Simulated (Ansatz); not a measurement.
Relaxation of CH2AlNSe (6 atoms, charge 0, multiplicity 1), to a largest force component of 0.02 eV/Å in at most 50 steps.

Level of theory: Ansatz 0.2.0, UKS PBE/def2-SVP.

```xyz
6
Properties=species:S:1:pos:R:3
N 0.273 0.101 -1.780
C -0.202 -0.285 -0.662
Al -0.323 -0.005 1.403
Se -1.075 -1.658 0.352
H 0.765 1.014 -1.859
H 0.605 0.769 2.498
```

**Question.** Where does it end, and by what steps?

**Answer.** It converged. After 30 steps the energy has fallen by 1.791 eV; H5 moved furthest, 0.95 Å. Parted: C2–Se4 (1.92 → 3.08 Å).

```json
{"step": "0", "energy less start (eV)": "0.0000", "largest force component (eV/Å)": "4.982", "accepted": "yes"}
{"step": "2", "energy less start (eV)": "-1.3981", "largest force component (eV/Å)": "1.001", "accepted": "yes"}
{"step": "4", "energy less start (eV)": "-1.4055", "largest force component (eV/Å)": "0.843", "accepted": "no"}
{"step": "6", "energy less start (eV)": "-1.4980", "largest force component (eV/Å)": "0.133", "accepted": "yes"}
{"step": "8", "energy less start (eV)": "-1.5048", "largest force component (eV/Å)": "0.195", "accepted": "yes"}
{"step": "10", "energy less start (eV)": "-1.5162", "largest force component (eV/Å)": "0.375", "accepted": "yes"}
{"step": "12", "energy less start (eV)": "-1.5397", "largest force component (eV/Å)": "0.492", "accepted": "yes"}
{"step": "14", "energy less start (eV)": "-1.5993", "largest force component (eV/Å)": "0.879", "accepted": "yes"}
{"step": "16", "energy less start (eV)": "-1.6357", "largest force component (eV/Å)": "1.065", "accepted": "yes"}
{"step": "18", "energy less start (eV)": "-1.6906", "largest force component (eV/Å)": "0.815", "accepted": "no"}
{"step": "20", "energy less start (eV)": "-1.7774", "largest force component (eV/Å)": "0.206", "accepted": "yes"}
{"step": "22", "energy less start (eV)": "-1.7652", "largest force component (eV/Å)": "0.680", "accepted": "no"}
{"step": "24", "energy less start (eV)": "-1.7823", "largest force component (eV/Å)": "0.504", "accepted": "no"}
{"step": "26", "energy less start (eV)": "-1.7905", "largest force component (eV/Å)": "0.072", "accepted": "yes"}
{"step": "28", "energy less start (eV)": "-1.7906", "largest force component (eV/Å)": "0.057", "accepted": "yes"}
{"step": "30", "energy less start (eV)": "-1.7909", "largest force component (eV/Å)": "0.009", "accepted": "yes"}
```

```xyz
6
Properties=species:S:1:pos:R:3
N 0.521 0.663 -1.588
C 0.311 0.422 -0.443
Al -0.221 -0.263 1.387
Se -1.317 -1.982 0.574
H 0.448 0.485 -2.587
H 0.300 0.611 2.610
```

Run time: 44 s on 2 threads of Intel(R) Xeon(R) 6975P-C (Granite Rapids), on a shared host, peak memory 0.2 GiB.
